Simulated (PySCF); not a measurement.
SMILES [Si](O)S, PBE0/def2-SVP optimised geometry.

```
5

Si    -1.00    -0.47     0.00
O     -1.28     1.17     0.00
H     -0.56     1.82     0.00
S      1.18    -0.47     0.00
H      1.28    -1.82     0.00
```

Density from PBE0/def2-TZVP in PySCF at that geometry.

Minimum of the electron density along straight lines between bonded atoms, close to the bond critical point (lines longer than 1.1 times the sum of covalent radii, or with two minima, are not listed):

```tsv
bond	length / Å	ρ at the minimum / e bohr⁻³	∇²ρ there / e bohr⁻⁵	position (fraction from the first atom)
Si1–O2	1.663	0.132	0.77	0.41
O2–H3	0.965	0.352	-2.41	0.81
Si1–S4	2.179	[?]	[?]	0.36
S4–H5	1.351	[?]	-0.59	0.65
```

**Question.** Complete the blanks.

**Answer.** 
- Si1–S4, ρ at the minimum / e bohr⁻³: 0.092
- Si1–S4, ∇²ρ there / e bohr⁻⁵: 0.07
- S4–H5, ρ at the minimum / e bohr⁻³: 0.210
